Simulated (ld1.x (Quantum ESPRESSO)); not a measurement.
## u(r) = r·R(r): atom against pseudo-atom (Mn)

Columns: radius, all-electron u(r) and pseudo u(r) of the 4p shell (level -1.35 eV) of manganese in the configuration [Ar] 3d5 4s2 4p0; PBEsol, scalar-relativistic, PAW scheme, ld1.x (Quantum ESPRESSO) 7.5.

```json
{"r (bohr)": "0.170", "all-electron": "0.1012", "pseudo": "0.0047"}
{"r (bohr)": "0.340", "all-electron": "-0.0323", "pseudo": "0.0185"}
{"r (bohr)": "0.510", "all-electron": "-0.1512", "pseudo": "0.0408"}
{"r (bohr)": "0.680", "all-electron": "-0.1788", "pseudo": "0.0704"}
{"r (bohr)": "0.850", "all-electron": "-0.1399", "pseudo": "0.1060"}
{"r (bohr)": "1.020", "all-electron": "-0.0680", "pseudo": "0.1458"}
{"r (bohr)": "1.190", "all-electron": "0.0148", "pseudo": "0.1882"}
{"r (bohr)": "1.360", "all-electron": "0.0965", "pseudo": "0.2314"}
{"r (bohr)": "1.530", "all-electron": "0.1718", "pseudo": "0.2738"}
{"r (bohr)": "1.700", "all-electron": "0.2384", "pseudo": "0.3140"}
{"r (bohr)": "1.870", "all-electron": "0.2958", "pseudo": "0.3510"}
{"r (bohr)": "2.040", "all-electron": "0.3444", "pseudo": "0.3838"}
{"r (bohr)": "2.210", "all-electron": "0.3848", "pseudo": "0.4122"}
{"r (bohr)": "2.380", "all-electron": "0.4177", "pseudo": "0.4358"}
{"r (bohr)": "2.550", "all-electron": "0.4437", "pseudo": "0.4550"}
{"r (bohr)": "2.720", "all-electron": "0.4636", "pseudo": "0.4699"}
{"r (bohr)": "2.890", "all-electron": "0.4779", "pseudo": "0.4809"}
{"r (bohr)": "3.060", "all-electron": "0.4875", "pseudo": "0.4885"}
{"r (bohr)": "3.230", "all-electron": "0.4927", "pseudo": "0.4929"}
{"r (bohr)": "3.400", "all-electron": "0.4942", "pseudo": "0.4942"}
{"r (bohr)": "3.570", "all-electron": "0.4925", "pseudo": "0.4925"}
{"r (bohr)": "3.740", "all-electron": "0.4881", "pseudo": "0.4881"}
{"r (bohr)": "3.910", "all-electron": "0.4813", "pseudo": "0.4813"}
{"r (bohr)": "4.080", "all-electron": "0.4726", "pseudo": "0.4726"}
{"r (bohr)": "4.250", "all-electron": "0.4624", "pseudo": "0.4624"}
{"r (bohr)": "4.420", "all-electron": "0.4509", "pseudo": "0.4509"}
```

**Question.** How many radial nodes do the two functions have?

**Answer.** The all-electron 4p function has n − l − 1 = 2; the pseudo-wave has 0, since the states of the same l below it are removed with the core.

**Question.** At about which radius was the pseudo-wave matched?

**Answer.** 3.40 bohr, where the columns begin to agree (steps of 0.17 bohr).

**Question.** Is the pseudo-wave norm-conserving?

**Answer.** No, it belongs to a PAW set: the norm inside the radius is not constrained, and the difference is carried by the augmentation charge.
